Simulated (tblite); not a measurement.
Question: Write Cartesian coordinates for `[CH2][C@@H]1OCO[C@@H]1OC` [radical] as optimised with GFN2-xTB. (Doublet state.)

Answer: 
```xyz
17
C5H9O3 angstrom
C     -1.4373   -1.2445   -1.0058
C     -1.0676   -0.9128    0.3718
O     -1.8904    0.0949    0.9434
C     -1.1365    1.2662    0.9828
O      0.1844    0.8712    1.2491
C      0.3851   -0.2968    0.5046
O      0.8831   -0.0581   -0.7714
C      2.2153    0.4152   -0.7769
H     -1.9418   -0.5197   -1.6106
H     -1.1322   -2.1785   -1.4300
H     -1.1287   -1.7978    1.0198
H     -1.1877    1.8046    0.0183
H     -1.4907    1.9030    1.7961
H      1.0749   -0.9354    1.0779
H      2.2985    1.3599   -0.2328
H      2.8882   -0.3216   -0.3241
H      2.4764    0.5624   -1.8220
```

Any rigid rotation of these coordinates is as good. Atoms count from 1 in this order. The 5-membered ring C2–O3–C4–O5–C6 has internal angles of 102.8° to 107.1°; it is puckered, 0.15 Å rms from its mean plane, widest ring torsion 40°. Of the pairs four or more bonds apart, O5···H15 is among the closest relative to their van der Waals radii: 2.63 Å, 97 % of the sum of Bondi's values. C1 (carbon bonded to C and 2 H) is planar (angles 120.1°, 119.9° and 119.8°, sum 359.8°, 0.03 Å off the plane of its three neighbours). The C–O distances run from 1.390 Å (C6–O7, drawn single) to 1.421 Å (C2–O3, drawn single), a spread of 0.031 Å.

Bonds between heavy atoms (Å): C1–C2 1.464, C2–O3 1.421, O3–C4 1.393, C4–O5 1.404, O5–C6 1.400, C6–O7 1.390, O7–C8 1.414, C2–C6 1.584.

The geometry is computed with GFN2-xTB (gas phase). This method treats the open shell by occupation alone, without spin polarisation.

Point group: C1 (no symmetry element, even within 0.4 Å). Its GFN2-xTB frequencies are all real (lowest 54 cm⁻¹). Torsions: H–C1–C2–O3 25° and -160°, O5–C6–O7–C8 69°, C1–C2–O3–C4 -106°, C2–O3–C4–O5 -35°, O3–C4–O5–C6 40°, C4–O5–C6–O7 91°.

One conformer stands for the species.
